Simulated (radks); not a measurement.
Results of a calculation; reference values are marked as such.
Problem. The table gives one normalised radial function P(r) = r R(r) of Lu69+ in [He] (r in bohr). Level of theory: scalar-relativistic Kohn-Sham, PBE, spin-polarised, spherical densities, finite nucleus; Fermi nuclear charge, rms radius 5.37 fm (a radial shooting solver on a logarithmic mesh with Libxc functionals).

r	P
0.001029	1.7010
0.001287	2.0233
0.001598	2.3813
0.001999	2.8037
0.002501	3.2774
0.003129	3.7970
0.003914	4.3501
0.004897	4.9146
0.006127	5.4564
0.007665	5.9272
0.009589	6.2655
0.012	6.4012
0.01501	6.2673
0.01878	5.8182
0.02349	5.0536
0.02939	4.0393
0.03677	2.9098
0.046	1.8405
0.05755	0.9894
0.072	0.4338

Which n and l does it have? It may be an empty orbital.

Solution. n = 1, l = 0: the number of nodes gives n - l - 1 = 0, the rise at small r (about r^(l+1), flatter next to the nucleus through relativity) gives l, and the extent must fit the shell. The curve is that of 1s. 1s: eigenvalue -72071 eV, 0 radial nodes, <r> = 0.0192 bohr, 90 % of the charge inside 0.0349 bohr.
